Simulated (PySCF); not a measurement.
Gas-phase reaction: 3 Ga(CH3)2Cl + Ga(CH3)3 → GaH3 + 3 C3H8 + 3 GaCl

Computed with PySCF and rigid-rotor harmonic-oscillator thermochemistry at 1 bar. † marks an energy on the PBE0/def2-TZVP geometry and frequencies; other levels use their own. MP2 freezes the core. 6-31G* has spherical d functions here. All species are closed-shell singlets. B3LYP is the form with VWN-RPA correlation. Ga: all electrons, no relativistic terms. Ga(CH3)2Cl, GaH3: computed as isolated molecules; such fragments, hydroxides, amides, oligomers or adducts are transient or little studied in the gas. MP2 isn't extrapolated to the basis-set limit.

```json
[
 {"level": "B3LYP/def2-TZVP†", "ΔH°(298 K), kJ": "(withheld)"},
 {"level": "HF/6-31G*", "ΔH°(298 K), kJ": "62"},
 {"level": "MP2/def2-TZVPP†", "ΔH°(298 K), kJ": "(withheld)"},
 {"level": "PBE/def2-SVP", "ΔH°(298 K), kJ": "(withheld)"},
 {"level": "PBE/def2-TZVP†", "ΔH°(298 K), kJ": "159"},
 {"level": "ωB97M-V/def2-TZVP†", "ΔH°(298 K), kJ": "181"},
 {"level": "ωB97X-V/def2-TZVP†", "ΔH°(298 K), kJ": "212"}
]
```

Q: Complete the blanks.

A: 
- B3LYP/def2-TZVP†, ΔH°(298 K), kJ: 99
- MP2/def2-TZVPP†, ΔH°(298 K), kJ: 303
- PBE/def2-SVP, ΔH°(298 K), kJ: 126
